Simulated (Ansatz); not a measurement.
Consider the ligand exchange at the Si–C bond: `N[SiH2]C[SiH](N)Cl` + `N[SiH](F)S` → `N[Si@H](F)S[Si@@H](N)Cl` + `C[SiH2]N`.

Gas-phase electronic energies from Ansatz, PBE0-D4/def2-TZVP geometries. CCSD(T)/CBS adds triple-zeta CCSD(T) − MP2 to the extrapolated MP2 energy (def2 sets, frozen cores). Functionals use def2-TZVPP. B3LYP here is the variant with VWN-RPA as its local correlation; programs differ in this. Each species was taken in one conformer, which may not be the lowest.

Task: Is it downhill or uphill in electronic energy at CCSD(T)/CBS, and by how much? (An estimate is asked.)

Result: Ansatz gave: Downhill: ΔE = -9.3 kcal/mol.

Task: What do these levels give: PBE-D4, PBE0-D4, ωB97X-V, B2PLYP, r2SCAN, PBE0, B3LYP, SCS-MP2/def2-TZVPP, CCSD/def2-TZVPP, HF/def2-QZVPP, MP2/def2-QZVPP, CCSD/CBS(def2)? (An estimate is asked.)

Result: The calculation gave: PBE-D4 -9.4, PBE0-D4 -9.7, ωB97X-V -9.1, B2PLYP -9.7, r2SCAN -10.0, PBE0 -9.9, B3LYP -9.9, SCS-MP2/def2-TZVPP -9.3, CCSD/def2-TZVPP -8.5, HF/def2-QZVPP -11.2, MP2/def2-QZVPP -9.9, CCSD/CBS(def2) -9.4 kcal/mol.

Largest T1 diagnostic among the species: 0.011.

In def2-TZVPP, CCSD(T) changes the Hartree–Fock value by +2.8 kcal/mol (the triples alone add +0.1 kcal/mol) and MP2 by +1.8 kcal/mol.
